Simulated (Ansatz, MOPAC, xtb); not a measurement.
Spectroscopic constants of RuS, multiplicity 5 (lowest of 2S+1 = 1, 3, 5, 7 at CCSD(T)/def2-TZVPP on PBE0 minima; our sources give no spin for the ground state, which may be another). No spin–orbit coupling. The T1 diagnostic near the minimum is 0.047, so single-reference values are doubtful.

The constants come from a fifth-degree fit in 1/R (seven points, main isotopes). Runs in def2 and cc sets follow the lowest solution found near the PBE0 minimum.

Run with Ansatz (Gaussian orbitals); MOPAC for PM6 (differences of heats of formation); xtb for the GFN methods.  In def2 rows elements past Kr take small-core potentials, without spin–orbit coupling. The GFN methods have no spin term and hold the electronic entropy of 300 K.

```
level                 r_e (Å)  ω_e (cm⁻¹)  B_e (cm⁻¹)  ω_e x_e (cm⁻¹)  dipole (D)
--------------------  -------  ----------  ----------  --------------  ----------
PM6                     2.074         466       0.161            0.78           -
GFN1-xTB                2.122         529       0.154             2.9           -
GFN2-xTB                2.104         461       0.157             4.3           -
SVWN5/def2-TZVPP        2.050         534       0.165             1.6        3.12
PBE/def2-TZVPP          2.080         507       0.160             1.6        3.36
r2SCAN/def2-TZVPP       2.069         523       0.162             1.6        3.70
B97M-V/def2-TZVPP       2.087         506       0.159             1.5        4.09
B3LYP/def2-TZVPP        2.088         503       0.159             1.5        3.91
PBE0/def2-TZVPP         2.067         524       0.162             1.5        4.10
BHLYP/def2-TZVPP        2.082         516       0.160             1.3        4.88
CAM-B3LYP/def2-TZVPP    2.070         526       0.162             1.4        4.32
wB97X-V/def2-TZVPP      2.063         537       0.163             1.3        4.67
wB97M-V/def2-TZVPP      2.068         529       0.162             1.3        4.58
B2PLYP/def2-TZVPP       2.080         508       0.160             1.7           -
```

Correlated levels freeze the inner cores; with def2 sets outer-core shells near the valence are correlated too. The state that PM6 reach isn't checked.

Doubts at one or more of the structures used: a spin-contaminated determinant (PM6).

Ansatz is an electronic-structure program.
